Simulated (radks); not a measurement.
Values are calculated unless marked as measured or tabulated.
Species: S IV. Configuration: [Ne] 3s1.75 3p1.25 (fractional occupations, a model configuration). Level of theory: Dirac Kohn-Sham, BLYP, spin-unpolarised, spherical densities, finite nucleus; open shells fill j = l - 1/2 first; Fermi nuclear charge, rms radius 3.2611 fm (a radial shooting solver on a logarithmic mesh with Libxc functionals).

Normalised radial functions P(r) = r R(r) (large component), r in bohr:

```
   r/bohr * 2s1/2 (the largest magnitude, 1.5, reaches the edge; | marks zero)
  0.01153                             |     *
  0.01465                             |      *
  0.01863                             |        *
  0.02349                             |         *
  0.02986                             |          *
  0.03796                             |           *
  0.04788                             |            *
  0.06086                             |           *
  0.07737                             |         *
  0.09758                             |      *
    0.124                             | *
   0.1577                        *    |
   0.1989                *            |
   0.2528        *                    |
   0.3214   *                         |
   0.4053  *                          |
   0.5152     *                       |
    0.655           *                 |
   0.8327                  *          |
     1.05                       *     |
    1.335                           * |
    1.697                            *|
     2.14                             *
    2.721                             *
    3.459                             *
    4.362                             *
    5.545                             *
```

2s1/2: eigenvalue -253.46 eV, 1 radial node at r = 0.132 bohr, <r> = 0.478 bohr, 90 % of the charge inside 0.750 bohr.
